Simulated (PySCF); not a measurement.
An unknown shows these calculated signals:

¹H NMR (600 MHz, computed): δ 10.27 (br s, 1H), 6.99 (m, 1H), 6.51 (m, 1H), 5.64 (m, 1H), 2.90 (sept, 1H), 1.23 (d, 6H).

¹³C{¹H} NMR (computed): δ 142.8 (C), 141.2 (C), 129.8 (CH), 123.0 (CH2), 25.0 (CH), 24.9 (CH3).

PySCF 2.14 calculation with PBE0-D3(BJ)/def2-SVP geometry and σ from GIAO-PBE0/pcSseg-1; relativity neglected, a single conformation, gas phase, fast rotation and ring inversion assumed for equivalent nuclei.

Chemical shifts δ = σref − σ; ¹H (σref 31.27) and ¹³C (σref 184.41) against TMS, all at this level.

Which of these does the molecule contain: a non-aromatic C=C double bond, an NH or NH2 group, a heteroaromatic ring, a three-membered ring, a tert-butyl group, a CF3 group?

Results:


- A non-aromatic C=C double bond: yes.
- An NH or NH2 group: yes (δH 10.27 (br s)).
- A heteroaromatic ring: yes.
- A three-membered ring: no.
- A tert-butyl group: no.
- A CF3 group: no.

The data belong to `C=Cc1nn[nH]c1C(C)C`, C₇H₁₁N₃; they needn't prove each group on their own.

Carbon signals by region: 4 in the sp2 and nitrile region (100–160 ppm), 2 below 50 ppm.

OH and NH positions are those of a molecule without intermolecular hydrogen bonds; in solution they move with solvent, concentration and temperature, and exchange usually removes their couplings. Shifts are as computed. Against solution values, carbons near 30 ppm lie about +2 ppm off and those near 130 ppm about +5 ppm. Of 1211 compounds with measured shifts, 218 miss one by over three times the rms of a fit or turn the order of signals round; such compounds aren't used in these exercises. Multiplicities follow the n + 1 count of equivalent neighbours, as no J values were calculated; m marks all less simple cases, F and P coupling included.
